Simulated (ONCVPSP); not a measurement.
P (Z = 15): one change to an ONCV potential, before and after

ONCVPSP 4.0.1 input, shortened (lines: element, Z, core and valence counts, functional; n l f; lmax; l rc ep ncon nbas qcut; lloc lpopt rc5 dvloc0; l nproj debl; icmod fcfact rcfact), BLYP, scalar-relativistic:

```
  P 15.00    3    2  -106131      upf
    1    0    2.00
    2    0    2.00
    2    1    6.00
    3    0    2.00
    3    1    1.00
    1
    0    1.35    0.00    4    7    6.30
    1    1.85    0.00    4    8    3.80
    4    3    1.00    0.00
    0    3    3.20
    1    2    2.40
    3    5.25    1.25
```

All-electron outer shells of the reference configuration (BLYP, scalar-relativistic, ld1.x):

```
shell  level (eV)  outermost node (bohr)  outermost maximum (bohr)
   2s     -197.35                   0.14                      0.42
   2p     -148.12                      –                      0.35
   3s      -33.84                   0.65                      1.50
   3p      -24.16                   0.63                      1.68
```

Change: p: rc 2.68.

Cutoffs: the cutoffs (Ha) at which the residual kinetic energy of the hardest occupied pseudo-wave falls to 1 and 0.1 mHa per electron; they do not see the model core or the augmentation charge, which bear on the density cutoff. Errors are all-electron minus pseudo energies relative to the spin-unpolarised reference configuration.

Predict the effect on cutoff, ghosts and configuration errors.

The potential gets neither clearly harder nor softer (11 Ha and 37 Ha → 11 Ha and 37 Ha); both files keep a bound ghost (s); of the 4 tests that both files solve, the error grows in 0 and shrinks in 4 by more than 15 % and 0.3 meV (median size 15.6 → 6.1 meV). That the errors move this way runs against the usual rule that smaller radii transfer better.

| quantity | base | changed |
| --- | --- | --- |
| cutoff, loose | 11 Ha | 11 Ha |
| cutoff, tight | 37 Ha | 37 Ha |
| loose cutoff by channel | s 11 Ha, p 5.0 Ha | s 11 Ha, p 5.0 Ha |
| bound ghosts | s | s |
| GHOST(+) flags under 300 eV | none | none |
| error for 3s2 3p3, meV [ΔE -28.59 eV] | +18 | +8.1 |
| error for 3s2 3p2, meV [ΔE -19.01 eV] | +8.2 | +4.2 |
| error for 3s2 3p0, meV [ΔE 29.67 eV] | +17 | +8.0 |
| error for 3s0 3p5, meV [ΔE -11.33 eV] | +14 | +0.8 |
| s: phases at 1.37 bohr within 0.05 rad from the reference energy up to (Ha; the scan ends near 5) | to the end of the scan | to the end of the scan |
| rms error of d²Exc/dni dnj with the model core, mHa | 3.27 | 3.22 |

 A true bound ghost makes a file unfit for plane-wave use even where its test errors are small: the radial tests pick states by their node count and pass the ghost by.
